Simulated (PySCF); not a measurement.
**Magnetisability: `NCC(CN)C(F)F`, C4H10F2N2**

Molfile (atoms numbered from 1):
```
C4H10F2N2
     RDKit          3D

 18 17  0  0  0  0  0  0  0  0999 V2000
    2.2785   -0.0490   -0.5609 N   0  0  0  0  0  0  0  0  0  0  0  0
    1.1451    0.4567    0.2005 C   0  0  0  0  0  0  0  0  0  0  0  0
   -0.1340   -0.2728   -0.2232 C   0  0  0  0  0  0  0  0  0  0  0  0
   -1.3769    0.3555    0.4194 C   0  0  0  0  0  0  0  0  0  0  0  0
   -1.5370    1.7213   -0.0535 N   0  0  0  0  0  0  0  0  0  0  0  0
   -0.0214   -1.7495    0.1356 C   0  0  0  0  0  0  0  0  0  0  0  0
   -0.1301   -1.9479    1.4730 F   0  0  0  0  0  0  0  0  0  0  0  0
   -1.0293   -2.4681   -0.4266 F   0  0  0  0  0  0  0  0  0  0  0  0
    3.1431    0.3398   -0.2026 H   0  0  0  0  0  0  0  0  0  0  0  0
    2.1978    0.2295   -1.5337 H   0  0  0  0  0  0  0  0  0  0  0  0
    0.9681    1.5347    0.0786 H   0  0  0  0  0  0  0  0  0  0  0  0
    1.3334    0.2575    1.2585 H   0  0  0  0  0  0  0  0  0  0  0  0
   -0.2287   -0.2230   -1.3135 H   0  0  0  0  0  0  0  0  0  0  0  0
   -2.2458   -0.2873    0.2044 H   0  0  0  0  0  0  0  0  0  0  0  0
   -1.2388    0.3886    1.5030 H   0  0  0  0  0  0  0  0  0  0  0  0
   -1.7742    1.7252   -1.0405 H   0  0  0  0  0  0  0  0  0  0  0  0
   -2.2920    2.1776    0.4452 H   0  0  0  0  0  0  0  0  0  0  0  0
    0.9335   -2.1824   -0.1952 H   0  0  0  0  0  0  0  0  0  0  0  0
  1  2  1  0
  2  3  1  0
  3  4  1  0
  4  5  1  0
  3  6  1  0
  6  7  1  0
  6  8  1  0
  1  9  1  0
  1 10  1  0
  2 11  1  0
  2 12  1  0
  3 13  1  0
  4 14  1  0
  4 15  1  0
  5 16  1  0
  5 17  1  0
  6 18  1  0
M  END
```

Method used: GIAO CAM-B3LYP/cc-pVDZ magnetisability, rotational g tensor and spin-rotation constants, non-relativistic, gas phase in PySCF. Geometry: GFN2-xTB.

What are the magnetisability and the molar susceptibility?

Isotropic -1260 × 10⁻³⁰ J/T², or -75.9 × 10⁻⁶ cm³/mol; principal values -1287, -1272, -1222 × 10⁻³⁰ J/T², anisotropy 59 × 10⁻³⁰ J/T² (root of half the summed squared differences of the principal values). The susceptibility is in cgs units.

Split it along the inertial axes a, b, c into diamagnetic and paramagnetic parts about the centre of mass, with the quadrupole moment.


| axis | χ (10⁻⁶ cm³/mol) | diamagnetic (10⁻⁶ cm³/mol) | paramagnetic (10⁻⁶ cm³/mol) | summed x² of all electrons (Å²) | quadrupole Θ (D Å) |
| --- | --- | --- | --- | --- | --- |
| a | -76.7 | -700.6 | 623.9 | 143.6 | -6.83 |
| b | -75.4 | -779.8 | 704.4 | 124.9 | +7.13 |
| c | -75.6 | -1139.3 | 1063.7 | 40.2 | -0.30 |

Anisotropies 2χaa − χbb − χcc = -2.5 and 2χbb − χaa − χcc = +1.6 × 10⁻⁶ cm³/mol. Θ is traceless in Buckingham's convention.

And the rotational g tensor?


```csv
axis,rotational constant (GHz),g,nuclear part,electronic part
a,1.9982,-0.0009,0.5847,-0.5857
b,1.6652,-0.0083,0.5428,-0.5511
c,1.1289,-0.0032,0.5609,-0.5641
```
Asymmetric top; isotopes 12C, 19F, 1H, 14N; no vibrational averaging.
